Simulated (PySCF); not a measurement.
## Frontier orbitals and the lowest excitations

Species: Zn(CN)2, C2N2Zn (singlet state).
Structure used (PBE0-D3(BJ)/def2-SVP), in Å, numbered top down from 1:
```
atom  x, y, z in Å
Zn1    0.0048    0.0051    0.0000
C2     0.0045    0.0118    1.8897
N3    -0.0020    0.0149    3.0506
C4    -0.0009   -0.0096   -1.8897
N5    -0.0064   -0.0222   -3.0505
```

Method used: TDDFT B3LYP/def2-SVPD, vertical, gas phase, core orbitals frozen in the response (PySCF).

Kohn–Sham orbitals with the atoms that hold most of them (Löwdin shares over 4%, at most four atoms):

| orbital | ε (eV) | atoms |
| --- | --- | --- |
| HOMO-3 | -10.15 | N5 25%, N3 25%, C2 22%, C4 22% |
| HOMO-2 | -10.15 | N3 25%, N5 25%, C4 22%, C2 22% |
| HOMO-1 | -9.95 | N5 27%, N3 27%, C4 23%, C2 23% |
| HOMO | -9.95 | N3 27%, N5 27%, C2 23%, C4 23% |
| LUMO | -2.66 | Zn1 48%, C2 16%, C4 16%, N3 10% |
| LUMO+1 | -2.66 | Zn1 48%, C4 16%, C2 16%, N5 10% |
| LUMO+2 | -1.13 | Zn1 58%, C2 17%, C4 17%, N3 4% |

Within 0.005 eV of a neighbour in this list lie HOMO-3/HOMO-2, HOMO-1/HOMO and LUMO/LUMO+1 (point group found: D∞h).

Problem. How does S1 compare with the orbital gap of 7.28 eV?

Solution. S1 is at 6.01 eV (f = 0.0000), 1.28 eV below the gap, made of HOMO-1/HOMO→LUMO/LUMO+1 (≥96%). 

For S1 the Löwdin share of zinc is at most 2% in HOMO and 48% in LUMO.

Next come S2 at 6.12 eV (f 0.0000), HOMO-1/HOMO→LUMO/LUMO+1 (≥78%); S3 at 6.12 eV (f 0.0000), HOMO-1/HOMO→LUMO/LUMO+1 (≥78%); S4 at 6.19 eV (f 0.0000), HOMO-3/HOMO-2→LUMO/LUMO+1 (≥87%); S5 at 6.34 eV (f 0.0000), HOMO-3/HOMO-2→LUMO/LUMO+1 (≥81%).

Orbitals of the list HOMO-3 to LUMO+2 that lie within 0.01 eV of each other are written together with a slash and their weights summed (≥ marks a lower bound); for degenerate orbitals outside that list single weights are arbitrary.
